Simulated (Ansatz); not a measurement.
Relaxation of C$_{2}$H$_{5}$BF (9 atoms, charge 1, multiplicity 1), to a largest force component of 0.015 eV/Å in at most 40 steps.

Level of theory: Ansatz, RKS PBE/def2-SVP.

```xyz
9
Properties=species:S:1:pos:R:3:forces:R:3
C 0.253 1.188 0.470 0.37 -0.51 0.44
B 0.025 -0.062 -0.393 -0.62 0.84 0.19
C -0.317 -1.503 -0.174 -0.17 -0.51 1.76
F -1.470 -2.003 0.034 -0.11 0.21 -0.52
H -0.560 1.904 0.312 -0.68 0.30 -0.32
H 0.330 0.981 1.535 0.00 -0.13 0.65
H 1.136 1.745 0.146 0.56 0.24 -0.37
H 0.022 0.067 -1.571 0.17 0.12 -1.35
H 0.485 -2.241 -0.017 0.49 -0.56 -0.48
```

Question: Where does it end, and by what steps?

Answer: It converged. Limits of this set-up: the dipole of an ion depends on the origin. After 18 steps the energy has fallen by 0.225 eV; H8 moved furthest, 0.23 Å.

| step | energy less start (eV) | largest force component (eV/Å) | accepted |
| --- | --- | --- | --- |
| 0 | 0.0000 | 1.764 | yes |
| 1 | 0.0079 | 2.328 | no |
| 2 | -0.1784 | 1.144 | yes |
| 3 | -0.1972 | 0.429 | yes |
| 4 | -0.2184 | 0.175 | yes |
| 5 | -0.2200 | 0.077 | yes |
| 6 | -0.2203 | 0.145 | yes |
| 7 | -0.2214 | 0.091 | yes |
| 8 | -0.2217 | 0.082 | yes |
| 9 | -0.2225 | 0.082 | yes |
| 10 | -0.2231 | 0.109 | yes |
| 11 | -0.2242 | 0.136 | yes |
| 12 | -0.2246 | 0.090 | yes |
| 13 | -0.2252 | 0.019 | yes |
| 14 | -0.2251 | 0.066 | no |
| 15 | -0.2252 | 0.045 | yes |
| 16 | -0.2254 | 0.036 | yes |
| 17 | -0.2254 | 0.024 | yes |
| 18 | -0.2254 | 0.009 | yes |

```xyz
9
Properties=species:S:1:pos:R:3
C 0.305 1.234 0.503
B 0.062 -0.045 -0.293
C -0.337 -1.509 -0.095
F -1.544 -1.917 -0.128
H -0.688 1.754 0.396
H 0.489 1.087 1.584
H 1.037 1.920 0.032
H 0.167 -0.111 -1.540
H 0.413 -2.339 -0.115
```

Whether the end is a true minimum wasn't checked by a vibrational analysis.

Time of the run: 40 s on 1 thread of Arm Neoverse V1, on a shared host, peak memory 0.12 GiB.
